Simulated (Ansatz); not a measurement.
## Abstraction of Cl: CHBrCl2 + C2HF2 → CHBrCl + C2HClF2

Species: CHBrCl2 `ClC(Cl)Br`, singlet; C2HF2 `F/[C]=C\F`, doublet; CHBrCl `Cl[CH]Br`, doublet; C2HClF2 `F/C=C(\F)Cl`, singlet. A radical takes Cl: the energy is the difference in strength between two C–Cl bonds in different surroundings.

Shapes, held fixed at every level: PBE0-D4/def2-TZVP. Programs: Ansatz 0.2.0. The zero-point and thermal change to 298 K, harmonic and unscaled (PBE0-D4/def2-TZVP), is -1.9 kJ/mol.

| level | kind | ΔH(298 K) (kJ/mol) | CPU time (sum over the molecules) |
| --- | --- | --- | --- |
| HF/def2-SVP | Hartree–Fock | -83.1 | – |
| SPW92/def2-TZVPP | LDA | -109.3 | 11 s |
| r2SCAN-D4/def2-TZVPP | meta-GGA | -99.9 | 41 s |
| B3LYP-D4/def2-TZVPP | global hybrid | -97.3 | 31 s |
| BHLYP-D4/def2-TZVPP | global hybrid | -98.7 | 23 s |
| wB97M-V/def2-TZVPP | range-separated hybrid | -97.7 | 82 s |
| wB97X-V/def2-TZVPP | range-separated hybrid | -99.3 | 57 s |
| B2PLYP/def2-TZVPP | double hybrid | -98.2 | 36 s |

B2PLYP/def2-TZVPP gives ΔH(298 K) = -98.2 kJ/mol; the levels span -109.3 to -83.1. The median of the levels is -98.4. No measured value is set beside it here. Spin contamination: C2HF2 (⟨S²⟩ up to 0.94). Open shells run unrestricted unless RO is named. Relativity is left out for Br unless named. Correlated rows may include outer-core shells of Br, which these sets cover unevenly. Times are processor times on shared x86 and Arm servers, and rough.
